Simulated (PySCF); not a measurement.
Cartesian coordinates (Å):
```xyz
17

Zr     0.0731    -0.6471    -0.3200
O      0.9949     0.3213    -1.7161
C      1.8261     0.9493    -2.6478
H      2.4036     1.7793    -2.1794
H      1.2253     1.3797    -3.4806
H      2.5537     0.2299    -3.0896
O      0.1324    -2.5663    -0.5455
C      0.3573    -3.9401    -0.6691
H      1.4134    -4.1514    -0.9555
H     -0.3018    -4.3783    -1.4525
H      0.1489    -4.4694     0.2888
O      0.5574    -0.0642     1.4581
C      1.0686     0.2645     2.7166
H      1.4589    -0.6370     3.2429
H      0.2751     0.7148     3.3549
H      1.8994     1.0026     2.6346
H     -1.7419    -0.1804    -0.5108
```
Charge 0, multiplicity 1.

Task: What is the computed HOMO–LUMO gap, LUMO, charge on the central atom (Mulliken), dipole moment and HOMO (TPSSh-D3(BJ)/def2-TZVP // BP86-D3(BJ)/def2-SVP run with PySCF)?

Result: 
```
Item                                      Value
-------------------------------------  --------
HOMO–LUMO gap                           6.24 eV
LUMO                                   -0.53 eV
charge on the central atom (Mulliken)    1.45 e
dipole moment                            3.03 D
HOMO                                   -6.76 eV
```
